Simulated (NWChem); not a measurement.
# C₂H₂ClI; SMILES I/C=C\Cl

Program: NWChem. Geometry: optimised at PBE0/def2-SVP. def2 effective core potentials on I; no spin-orbit coupling.

What does the run give for PBE/def2-SVP? Quantities: highest occupied level (eV); orbital gap (eV); dipole (D).


- highest occupied level (eV): -5.85
- orbital gap (eV): 4.22
- dipole (D): 1.28
